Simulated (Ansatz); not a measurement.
**Counterpoise correction, worked out**

The pair of Cl⁻ (SMILES [Cl-], atom 1) and HCN (SMILES C#N, atoms 2–4), both closed shells, in one local arrangement (a lower one may exist), relaxed at PBE0-D4/def2-TZVPD:

| atom | x (Å) | y (Å) | z (Å) |
| --- | --- | --- | --- |
| Cl1 | -0.2073 | 0.4595 | -2.3036 |
| C2 | 0.0685 | -0.1517 | 0.7608 |
| N3 | 0.1697 | -0.3759 | 1.8849 |
| H4 | -0.0308 | 0.0683 | -0.3422 |

Program: Ansatz 0.2.0. Basis: def2-TZVPPD. Cores are frozen in the correlated methods.

MP2 total energies in eV:

| system | geometry | basis functions | energy |
| --- | --- | --- | --- |
| pair | pair | all | -15049.53948 |
| Cl⁻ | as in the pair | all (partner as ghosts) | -12510.98419 |
| HCN | as in the pair | all (partner as ghosts) | -2537.57845 |
| Cl⁻ | as in the pair | its own | -12510.93813 |
| HCN | as in the pair | its own | -2537.57453 |
| Cl⁻ | free (PBE0-D4 minimum) | its own | -12510.93813 |
| HCN | free (PBE0-D4 minimum) | its own | -2537.63687 |

(1) Work out the interaction energy with and without the counterpoise correction, the superposition error, and the binding energy from the relaxed fragments.

The T1 diagnostic stays at or below 0.015.

## Answers

(1) Without correction: -15049.53948 − (-12510.93813) − (-2537.57453) = -1.02682 eV.
With correction (each fragment in the whole basis): -15049.53948 − (-12510.98419) − (-2537.57845) = -0.97684 eV = -22.53 kcal/mol.
The superposition error is the difference, 0.04998 eV, 5 % of the uncorrected value: each fragment borrows its partner's functions.
Deformation from the free shapes: 0.00000 eV for Cl⁻ and 0.06234 eV for HCN.
Binding energy from relaxed fragments: -0.97684 + 0.00000 + 0.06234 = -0.91450 eV = -21.09 kcal/mol (electronic, without zero-point energy; negative means bound). For comparison, the corrected interaction energy by CCSD(T) at an estimated basis limit (MP2 extrapolated from triple and quadruple zeta, plus CCSD(T) − MP2 in triple zeta) is -1.004 eV.

For scale, one of the runs: CCSD(T)/def2-TZVPPD, 142 basis functions, launched by `ansatz run in.yaml --threads 2 --pin off --events-out ev --progress --plain --max-ram 5222MiB`. The run took 5 s on 2 CPU threads of an Intel Xeon 6975P-C (shared host), with 0.94 GiB of host memory at its peak.
